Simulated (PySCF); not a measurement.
Isomers of C5H6O2Si. Method used: TDDFT PBE0/def2-SVPD, vertical, gas phase, core orbitals frozen in the response in PySCF 2.14.0, density-fitted response routines. Geometries: GFN2-xTB; one conformer of each isolated species. Triplets are in the Tamm–Dancoff approximation.

A. `O=C1C=CC(=O)C1[SiH3]`
B. `C[SiH2]C#CC(=O)C=O`
C. `O=COC1=C[SiH2]C=C1`
D. `C[SiH]1C(=O)C=CC1=O`

Lowest singlet levels (six at most, fewer where fewer were computed) with oscillator strengths:

1. 2.59 eV (f 0.000); 3.75 eV (f 0.000); 4.26 eV (f 0.000); 4.70 eV (f 0.162); 5.36 eV (f 0.000); 5.78 eV (f 0.000); T1 2.01 eV
2. 4.34 eV (f 0.024); 5.18 eV (f 0.002); 5.72 eV (f 0.047); 5.80 eV (f 0.001); 6.11 eV (f 0.007); 6.26 eV (f 0.000); T1 2.69 eV
3. 2.19 eV (f 0.001); 3.01 eV (f 0.000); 3.85 eV (f 0.006); 4.63 eV (f 0.005); 5.50 eV (f 0.146); 5.79 eV (f 0.042); T1 1.74 eV
4. 3.00 eV (f 0.000); 3.70 eV (f 0.001); 5.31 eV (f 0.002); 5.52 eV (f 0.016); 5.83 eV (f 0.244); 6.05 eV (f 0.014); T1 2.56 eV

Question: Match each spectrum to its molecule.

Answer: 1 = B, 2 = C, 3 = D, 4 = A.
- A: S1 at 3.00 eV, HOMO→LUMO (98%); Löwdin shares by element: HOMO oxygen 63%, carbon 19% or more (atoms not listed hold the other 18%); LUMO carbon 38% or more, oxygen 30% (atoms not listed hold the other 32%); HOMO -7.60 and LUMO -2.88 eV; point group Cs, 1 of its 6 listed states under f = 0.0005.
- B: S1 at 2.59 eV, HOMO→LUMO (98%); Löwdin shares by element: HOMO oxygen 64%, carbon 25% or more; LUMO oxygen 43%, carbon 36% or more (atoms not listed hold the other 22%); HOMO -7.89 and LUMO -3.35 eV; point group Cs, 5 of its 6 listed states under f = 0.0005.
- C: S1 at 4.34 eV, HOMO→LUMO (98%); Löwdin shares by element: HOMO carbon 83% or more (atoms not listed hold the other 17%); LUMO carbon 66% or more (atoms not listed hold the other 34%); HOMO -6.94 and LUMO -1.75 eV; point group Cs, 1 of its 6 listed states under f = 0.0005.
- D: S1 at 2.19 eV, HOMO→LUMO (97%); Löwdin shares by element: HOMO oxygen 51%, silicon 14%, carbon 11% or more (atoms not listed hold the other 24%); LUMO carbon 40% or more, oxygen 29% (atoms not listed hold the other 32%); HOMO -6.67 and LUMO -2.82 eV.
